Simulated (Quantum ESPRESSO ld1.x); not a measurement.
These are the eigenvalues of the occupied orbitals of an atom or ion with whole-number occupations (eV). Method: scalar-relativistic Kohn-Sham, LDA (Slater exchange, Perdew-Wang correlation), spin-polarised, spherical densities, point nucleus; computed with ld1.x of Quantum ESPRESSO 7.5.

orbital  eigenvalue
1s up      -3945.06
1s down    -3945.03
2s up      -420.151
2s down    -420.113
2p up      -341.615
2p down    -341.579
3s up      -53.8007
3s down    -53.7041
3p up      -34.9354
3p down    -34.8047
4s up       -9.4965

Which element is it, and in what charge state? The configuration may be excited. Open shells, if any, are filled with parallel spins first.

Answer. Z = 20, calcium, charge +1: Ca+ in [Ar] 4s1. The list shows which subshells hold electrons but not how many an open one holds; the 1s level, -144.98 hartree, gives Z - s = 17.0 by -(Z - s)^2/2, which with screening and relativity narrows Z to a few neighbours, and the depths of the outer levels then fix element, charge and occupations together.
